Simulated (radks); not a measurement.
Values are calculated unless marked as measured or tabulated.
Task: Ti, 22 electrons, occupied as [Ar] 3d2 4s2. Level of theory: scalar-relativistic Kohn-Sham, BP86, spin-polarised, spherical densities, finite nucleus; open shells are filled with parallel spins first; Fermi nuclear charge, rms radius 3.5921 fm (a radial shooting solver on a logarithmic mesh with Libxc functionals). Some entries of the table are withheld. Estimate them.

orbital  occ.  eigenvalue (hartree)  <1/r> (bohr^-1)  r(max) (bohr)
1s down     1             -178.9943            21.81        0.04554
1s up       1             -178.9939            21.81        0.04554
2s up       1             -19.74399            4.546         0.2689
2s down     1             -19.72474            4.549         0.2688
2p up       3             -16.33477            4.449         0.2195
2p down     3             -16.31989            4.452         0.2195
3s up       1              -2.32644            1.396         0.8689
3s down     1              -2.26492            1.396         0.8687
3p up       3              -1.45328            1.263         0.9014
3p down     3              -1.39212            1.262         0.9011
3d up       2              -0.18157           0.8733         0.9800
4s up       1                   (1)           0.3789          2.857
4s down     1                   (2)           0.3594          2.981
3d down     0              -0.12793           0.8415         0.9847

Result: 
(1) 4s up eigenvalue (hartree): -0.17691
(2) 4s down eigenvalue (hartree): -0.15833
